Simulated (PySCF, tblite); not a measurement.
Species: C3H6B2F2O.
Numbering: `[BH2:1]/[C:2](=[CH:3]/[O:4][CH3:5])[B:6]([F:7])[F:8]` (hydrogens: H9, H10 on B1; H11 on C3; H12, H13, H14 on C5)

Cartesian coordinates in Å at the GFN2-xTB level; atoms count from 1:
```
atom  x, y, z in Å
B1    -2.3448   -0.3433    0.2615
C2    -0.8407   -0.0975    0.0301
C3    -0.0259   -1.1815    0.0237
O4     1.3000   -1.2742    0.0014
C5     2.1027   -0.1159   -0.0752
B6    -0.4020    1.3759   -0.1851
F7     0.2077    1.8211   -1.2803
F8    -0.7082    2.3525    0.6543
H9    -2.7504   -1.4388    0.2747
H10   -3.0664    0.5600    0.4233
H11   -0.4406   -2.1798    0.1196
H12    3.1124   -0.4308    0.1840
H13    1.7602    0.6499    0.6295
H14    2.0956    0.3020   -1.0839
```

Jobs on this species (14 atoms, 60 electrons) with PySCF (density fitting) and tblite. Hardware of each: one thread, Arm Neoverse V1 (aarch64), no GPU (shared host). The host was shared with other jobs, so the times are rough.

Question: Rank these jobs by wall time, shortest first.
A. PBE0/pcSseg-1; shieldings, charges and field gradients; 166 basis functions
B. B3LYP/def2-SVPD; 8 singlets by full TDDFT, 3 Tamm–Dancoff triplets, polarisability, density and orbital grids written; 217 basis functions
C. GFN2-xTB; L-BFGS relaxation

Answer: C (0.52 s), A (22 s), B (50 s).

All jobs:

| level and settings | work | basis functions | SCF cycles | wall time |
| --- | --- | --- | --- | --- |
| GFN2-xTB | L-BFGS relaxation | – | – | 0.52 s |
| PBE0/pcSseg-1 | shieldings, charges and field gradients | 166 | 14 | 22 s |
| B3LYP/def2-SVPD | 8 singlets by full TDDFT, 3 Tamm–Dancoff triplets, polarisability, density and orbital grids written | 217 | 14 | 50 s |

Q: What do all jobs in the table cost together?

A: About 73 s; the longest takes about 69 % of that, and about 96 times as long as the shortest.
